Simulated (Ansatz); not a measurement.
```xyz
3

C     0.0013    0.0215   -0.6362
F     0.0176    0.9786    0.1847
F     0.0028   -1.0591    0.1617
```

Basis set: 6-31G (spherical functions). Correlated methods keep 3 orbitals frozen. Charge 0, multiplicity 1.

Computed with Ansatz (development build ahead of 0.2.0); each method stands on the lowest determinant of its kind that the runs found. Restricted open shells among the atoms or ions are ROHF, correlated in semicanonical orbitals with singles.

The atomization energy at this shape (free ground-state atoms in the same class of orbitals less the molecule, no zero-point energy) of singlet CF2:

| method | atomization energy |
| --- | --- |
| RHF-MP2 | 8.34 eV |

**Question.** What does RHF give?

**Answer.** 4.64 eV.

This basis has no polarisation functions and is too small for such energies, which can lie far from measured ones in either direction.
